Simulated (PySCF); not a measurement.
ClSi, neutral, multiplicity 2. Atoms are numbered in the order given.

```xyz
2

Si     0.0000     0.0000    -1.1432
Cl     0.0000     0.0000     0.9414
```
Charge 0, spin multiplicity 2.

Geometry: B3LYP-D3(BJ)/def2-TZVPD.

Method: M06-2X/def2-TZVPD (PySCF).

Mulliken values depend strongly on the basis, most of all with diffuse functions as here. ESP charges are fitted to the potential on shells at 1.4 to 2.0 van der Waals radii. Atomic charges (e):

| atom | Mulliken | meta-Löwdin | ESP fit | Mulliken spin |
|---|---|---|---|---|
| Si1 | 0.22 | … | 0.11 | 0.96 |
| Cl2 | -0.22 | … | -0.11 | 0.04 |

**Question.** Some entries are withheld; supply them. (The exact figures need the calculation; the answer reports its results.)

**Answer.** 
- Si1, meta-Löwdin: 0.25
- Cl2, meta-Löwdin: -0.25
